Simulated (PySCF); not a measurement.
## Computed properties of SnH3Br, SMILES [Br][SnH3]

SnH3Br, SMILES [Br][SnH3]. Geometry: B3LYP-D3(BJ)/def2-TZVP. The def2 effective core potentials stand for the cores of Sn; spin–orbit coupling is left out. Other conformers were not sampled. All values are computed for the isolated molecule unless a solvent is named; none is compared with measurement here.

**Structure.** The optimised structure has C3v symmetry. All 9 harmonic modes at B3LYP-D3(BJ)/def2-TZVP (PySCF) are real, so it is a minimum.

**Vibrations.** The strongest infrared lines (harmonic, unscaled, degenerate partners summed) lie at 1952 cm⁻¹ (285 km/mol, H 99 %), 688 cm⁻¹ (240 km/mol, H 98 %), 702 cm⁻¹ (137 km/mol, H 99 %). The softest mode is at 248 cm⁻¹ and the zero-point energy is 13.0 kcal/mol.

**Electronic structure.** ωB97X/def2-TZVPD (PySCF) places the frontier levels at -10.49 and 0.60 eV, a gap of 11.09 eV, and gives a dipole moment of 2.51 D and a mean polarisability of 64.4 bohr³.

**Excitations.** TDA-PBE0/def2-SVPD (PySCF) has S1 at 5.49 eV (226 nm, f = 0.034, weak); the most intense of the 10 singlets computed lies at 7.38 eV (f = 0.08). Strengths of degenerate partners are summed. T1 (TDA) is at 5.03 eV, 0.46 eV under S1. No vertical singlet excitation falls in the visible range (under 3.1 eV).
